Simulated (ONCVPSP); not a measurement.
## An odd input for ONCVPSP 4.0.1 (titanium (Ti))

Command:

```bash
oncvpsp.x < Ti.dat > Ti.out
```

Input:

```
# ATOM AND REFERENCE CONFIGURATION
# atsym  z   nc   nv     iexc    psfile
  Ti 22.00    5    2        4      upf
#
#   n    l    f
    1    0    2.00
    2    0    2.00
    2    1    6.00
    3    0    2.00
    3    1    6.00
    3    2    2.00
    4    0    1.00
#
# PSEUDOPOTENTIAL AND OPTIMIZATION
# lmax
    2
#
#   l,   rc,      ep,       ncon, nbas, qcut
    0    2.40    0.00    3    6    2.30
    1    2.00    0.40    4    8    4.10
    2    2.05    0.00    7    9    8.60
#
# LOCAL POTENTIAL
# lloc, lpopt,  rc(5),   dvloc0
    4    1    1.25    3.00
#
# VANDERBILT-KLEINMAN-BYLANDER PROJECTORs
# l, nproj, debl
    0    2    1.90
    1    2    2.60
    2    2    1.50
#
# MODEL CORE CHARGE
# icmod, fcfact, rcfact
    2    0.25    1.00
#
# LOG DERIVATIVE ANALYSIS
# epsh1, epsh2, depsh
   -2.00    5.00    0.02
#
# OUTPUT GRID
# rlmax, drl
    6.00    0.01
#
# TEST CONFIGURATIONS
# ncnf
    4
# nvcnf
#   n    l    f
    2
    3    2    2.00
    4    0    2.00
#
    2
    3    2    2.00
    4    0    0.00
#
    2
    3    2    1.00
    4    0    0.00
#
    3
    3    2    1.00
    4    0    2.00
    4    1    1.00
#
```

This is an input that runs to its end, with one change: ncon of l = 2 set to 7. The unchanged file is no sound one. Note: ghosts flagged at negative energy: p at -27.3 eV; GHOST(+) flagged for s at 24.5 eV. A true bound ghost makes a file unfit for plane-wave use.

**Question.** How does the run end?

**Answer.** The program refuses the input: "test_data: must have 3 <= ncon <= 5, l= 2".

```
ONCVPSP  (Optimized Norm-Conservinng Vanderbilt PSeudopotential)
scalar-relativistic version 4.0.1

test_data: must have 3 <= ncon <= 5, l=   2
test_data: must have ncon+3 <= nbas <= ncon+5, l=   2
 for nproj=2
ERROR: test_data found   2 ERROR; stopping
```
